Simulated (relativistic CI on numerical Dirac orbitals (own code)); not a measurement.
What each ingredient does to the levels of Cl⁶⁺

Base calculation: Dirac-Coulomb-Breit CI, orbitals from a KLI potential per configuration, a model potential for QED, unscaled Slater integrals.

CI space (outside the closed core [Ne]): 3s, 3p, 3d, 4s, 4p, 4d, 4f, 5s, 5p, 5d, 5f, 5g, 6s, 6p, 6d, 7s, 7p. Levels of other configurations are missing.

Variants: (1) valence Slater integrals scaled by 0.9. Shifts of the energy above 3s 2S_1/2, in cm⁻¹, for the lowest level and the first level of each name with at least 55 % of one term (blank where a level changes its place among those of its configuration and J or its character, or is not in the variant):

| Level | Base | Δ(1) | Measured |
| --- | --- | --- | --- |
| 3s 2S_1/2 | 0 | 0 | 0 |
| 3p 2P°_1/2 | 122866 | 0 | 123001 |
| 3p 2P°_3/2 | 124726 | 0 | 124891 |
| 3d 2D_3/2 | 289894 | 0 | 290166 |
| 3d 2D_5/2 | 289944 | 0 | 290239 |
| 4s 2S_1/2 | 461284 | 0 | 464003 |
| 4p 2P°_1/2 | 506542 | 0 | 509197 |
| 4p 2P°_3/2 | 507220 | 0 | 509885 |
| 4d 2D_3/2 | 566463 | 0 | 569142 |
| 4d 2D_5/2 | 566487 | 0 | 569182 |
| 4f 2F°_5/2 | 580193 | 0 |  |
| 4f 2F°_7/2 | 580209 | 0 |  |
| 5s 2S_1/2 | 644052 | 0 | 647677 |
| 5p 2P°_1/2 | 665537 | 0 |  |
| 5p 2P°_3/2 | 665860 | 0 |  |
| 5d 2D_3/2 | 694030 | 0 | 697598 |
| 5d 2D_5/2 | 694044 | 0 | 697619 |
| 5f 2F°_5/2 | 701278 | 0 | 705398 |
| 5f 2F°_7/2 | 701286 | 0 | 705409 |
| 5g 2G_7/2 | 701558 | 0 |  |
| 5g 2G_9/2 | 701564 | 0 |  |
| 6s 2S_1/2 | 735202 | 0 |  |

At this charge configurations can still be misplaced by up to about 7 % of their energy. 14 of the 14 excited levels that our extract of the measured tables holds in this range could be paired (the sources list more); they are missed by 2378 cm⁻¹ on average and 4123 at most, and levels without a partner can miss by more.

Measured levels: Moore, Atomic Energy Levels, vol. I, NSRDS-NBS 35 (1971 reprint of NBS Circular 467, 1949).

Ionisation energy from the two ground configurations alone: base 113.65 eV. The NIST ASD value (measured) is 114.201 eV.
